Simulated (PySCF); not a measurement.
IK (SMILES [K][I]), singlet, at a GFN2-xTB geometry (such geometries of metal compounds can be far from the true shape) (core potentials on I). Base run: DF-B3LYP/def2-SVP (PySCF).

Input for PySCF:
```python
from pyscf import gto, scf, dft

mol = gto.M(
    atom='''
K    -0.00000000   -0.00000000   -2.32381628
I     0.00000000    0.00000000    0.83306621
''',
    basis='def2-svp',
    ecp={'I': 'def2-svp'},
    verbose=4,
)

mf = dft.RKS(mol)
mf.xc = 'b3lyp'
mf = mf.density_fit(auxbasis='def2-universal-jkfit')
mf.kernel()
```

The base run was repeated with changes; each row names its change, and settings that it needs were set with it.

```json
[
 {"change": "base", "basis functions": "50", "E (Eh)": "-897.73538", "HOMO (eV)": "-4.96", "HOMO-LUMO gap (eV)": "3.10", "dipole (D)": "11.18"},
 {"change": "basis = LANL2DZ", "basis functions": "20", "E (Eh)": "-39.60696", "HOMO (eV)": "-4.95", "HOMO-LUMO gap (eV)": "2.83", "dipole (D)": "12.54"},
 {"change": "basis = def2-SV(P)", "basis functions": "50", "E (Eh)": "-897.73538", "HOMO (eV)": "-4.96", "HOMO-LUMO gap (eV)": "3.10", "dipole (D)": "11.18"},
 {"change": "basis = def2-SVPD", "basis functions": "62", "E (Eh)": "-897.74085", "HOMO (eV)": "-5.16", "HOMO-LUMO gap (eV)": "3.28", "dipole (D)": "11.47"},
 {"change": "basis = def2-TZVPP", "basis functions": "83", "E (Eh)": "-897.82577", "HOMO (eV)": "-5.18", "HOMO-LUMO gap (eV)": "3.32", "dipole (D)": "11.32"},
 {"change": "basis = def2-TZVP", "basis functions": "83", "E (Eh)": "-897.82577", "HOMO (eV)": "-5.18", "HOMO-LUMO gap (eV)": "3.32", "dipole (D)": "11.32"},
 {"change": "basis = def2-TZVPD", "basis functions": "95", "E (Eh)": "-897.82623", "HOMO (eV)": "-5.21", "HOMO-LUMO gap (eV)": "3.33", "dipole (D)": "11.34"},
 {"change": "basis = def2-QZVP", "basis functions": "138", "E (Eh)": "-897.84136", "HOMO (eV)": "-5.21", "HOMO-LUMO gap (eV)": "3.35", "dipole (D)": "11.23"},
 {"change": "basis = def2-QZVPP", "basis functions": "152", "E (Eh)": "-897.84135", "HOMO (eV)": "-5.21", "HOMO-LUMO gap (eV)": "3.35", "dipole (D)": "11.22"}
]
```

Totals compare only among sets that treat the same electrons; sets with core potentials leave the core out.
